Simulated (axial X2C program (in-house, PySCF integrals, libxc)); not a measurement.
Correcting the dissociation energy of SbCl for spin–orbit coupling

A spin-free CCSD(T) curve (one-electron X2C) was computed with an axial X2C code built on PySCF integrals, basis Sb dyall-cv3z [11s12p8d4f1g], Cl dyall-av3z [9s8p3d2f] (cores contracted in-house), for the state M_S = 1, Λ = 0 (beyond evenly filled blocks: π+α, π-α). It gives D0 = 2.886 eV to Sb + Cl, which in a spin-free picture are the weighted means of the ground terms.

Correlated methods: 12 electrons correlated (number of frozen shells: Sb 4 s, 3 p, 2 d; Cl 2 s, 1 p), 256 virtual spin orbitals or spinors in MP2, 89 natural virtuals in coupled cluster.

Measured levels of the ground terms (NIST Handbook of Basic Atomic Spectroscopic Data), in cm⁻¹: Sb 4S: J = 3/2 at 0; Cl 2P: J = 3/2 at 0, J = 1/2 at 882.4.

The molecular state has Λ = 0, so it has no first-order lowering.

**Question.** How far does each ground level lie under the (2J+1)-weighted mean of its term?

**Answer.** Sb: a single level, 0; Cl: (4 × 0 + 2 × 882.4)/6 = 294 cm⁻¹.

**Question.** Correct D0.

**Answer.** D0 = 2.886 + (0 − 294)/8065.5 = 2.850 eV at CCSD(T) with these spin–orbit terms. The direct two-component run gives 2.808 eV; the difference holds second-order terms in the molecule, scalar two-electron terms, the gap between measured and computed atomic splittings (a 2c atom can miss part of its lowering) and, in coupled cluster, the truncation of each run.

Second-order spin–orbit effects in the molecule, which grow quickly with Z, are left out. The state is a single determinant with fixed occupations, the lowest that a limited PBE0 search found. Dissociation energies refer to the lowest single-determinant-based atoms at the same level and basis. Coupled cluster ran in a truncated set of natural virtual spinors; the MP2 energy of the rest was added. (T) has no such correction and the atoms are truncated less, which lowers De at CCSD(T) by a hundredth of an eV or more. Other states lie close and PBE0, whose exact exchange favours high spin, may order them wrongly; the determinant shown need not be the ground state. The nearest other spin-free determinant of the search, M_S = 0, Λ = 2, lies 0.81 eV up at the distance of the search. With the outer-core shells frozen, correlated bond lengths of heavy atoms tend to come out a few hundredths of an ångström too long.
